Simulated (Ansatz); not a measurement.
Basis-set series for `CC[N](C)[Ge]([CH3])([F])[O]C`. Total charge 0; spin multiplicity 1. All single points use the PBE0-D4/def2-TZVP geometry. It is one conformer, not always the lowest.

```csv
functional,basis,functions,energy (Eh),HOMO (eV),LUMO (eV)
PBE0-D4,def2-SVP,214,-2504.54284,-6.32,1.26
PBE0-D4,def2-TZVPP,492,-2505.30095,-6.41,0.78
ωB97M-V,def2-SVP,214,-2504.95709,-8.63,2.94
ωB97M-V,def2-TZVPP,492,-2505.73482,-8.72,2.24
```

Question: Give the rows for def2-QZVPP. (Best estimate.)

Answer: Computed: 
| functional | basis | functions | energy (Eh) | HOMO (eV) | LUMO (eV) |
| --- | --- | --- | --- | --- | --- |
| PBE0-D4 | def2-QZVPP | 965 | -2505.37067 | -6.43 | 0.36 |
| ωB97M-V | def2-QZVPP | 965 | -2505.80230 | -8.75 | 1.53 |

Positive LUMOs are unbound and depend on the basis. Scalar relativity is left out up to krypton.
